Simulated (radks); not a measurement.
Values are calculated unless marked as measured or tabulated.
As III, configuration [Ar] 3d10 4s2 4p1 (the NIST ground configuration).

Code: a radial shooting solver on a logarithmic mesh with Libxc functionals. Model: scalar-relativistic Kohn-Sham, LDA (Slater exchange, Perdew-Wang correlation), spin-polarised, spherical densities, point nucleus; open shells are filled with parallel spins first.

Energy parts (eV):
| part | energy |
|---|---|
| total | -61409.367 |
| kinetic | 62570.734 |
| electron-nucleus | -147457.360 |
| Hartree | 25652.500 |
| exchange-correlation | -2175.242 |

Orbitals (lengths in bohr, moments of r in powers of bohr):
[
 {"orbital": "1s up", "occ.": "1", "eigenvalue (eV)": "-11720.56", "<1/r>": "33.42"},
 {"orbital": "1s down", "occ.": "1", "eigenvalue (eV)": "-11720.50", "<1/r>": "33.42"},
 {"orbital": "2s up", "occ.": "1", "eigenvalue (eV)": "-1505.845", "<1/r>": "7.356"},
 {"orbital": "2s down", "occ.": "1", "eigenvalue (eV)": "-1505.811", "<1/r>": "7.356"},
 {"orbital": "2p up", "occ.": "3", "eigenvalue (eV)": "-1324.525", "<1/r>": "7.216"},
 {"orbital": "2p down", "occ.": "3", "eigenvalue (eV)": "-1324.473", "<1/r>": "7.216"},
 {"orbital": "3s up", "occ.": "1", "eigenvalue (eV)": "-210.9414", "<1/r>": "2.383"},
 {"orbital": "3s down", "occ.": "1", "eigenvalue (eV)": "-210.8642", "<1/r>": "2.383"},
 {"orbital": "3p up", "occ.": "3", "eigenvalue (eV)": "-154.8571", "<1/r>": "2.232"},
 {"orbital": "3p down", "occ.": "3", "eigenvalue (eV)": "-154.7660", "<1/r>": "2.233"},
 {"orbital": "3d up", "occ.": "5", "eigenvalue (eV)": "-62.2929", "<1/r>": "1.911"},
 {"orbital": "3d down", "occ.": "5", "eigenvalue (eV)": "-62.1488", "<1/r>": "1.914"},
 {"orbital": "4s up", "occ.": "1", "eigenvalue (eV)": "-34.2004", "<1/r>": "0.7307"},
 {"orbital": "4s down", "occ.": "1", "eigenvalue (eV)": "-33.2360", "<1/r>": "0.7332"},
 {"orbital": "4p up", "occ.": "1", "eigenvalue (eV)": "-23.3805", "<1/r>": "0.6107"},
 {"orbital": "4p down", "occ.": "0", "eigenvalue (eV)": "-22.4044", "<1/r>": "0.6091"},
 {"orbital": "5s up", "occ.": "0", "eigenvalue (eV)": "-10.7211", "<1/r>": "0.3107"},
 {"orbital": "5s down", "occ.": "0", "eigenvalue (eV)": "-10.4003", "<1/r>": "0.3031"},
 {"orbital": "4d up", "occ.": "0", "eigenvalue (eV)": "-10.2926", "<1/r>": "0.3881"},
 {"orbital": "4d down", "occ.": "0", "eigenvalue (eV)": "-9.6380", "<1/r>": "0.3723"}
]

The highest occupied level is 4p up at -23.380 eV. The density falls to 0.001 e/bohr^3 at r = 3.55 bohr. Summed over all electrons, <r^2> = 22.17 bohr^2, which gives a Langevin (diamagnetic) susceptibility term of -17.6 x 10^-6 cm^3/mol. Spin moment in Bohr magnetons: 1.
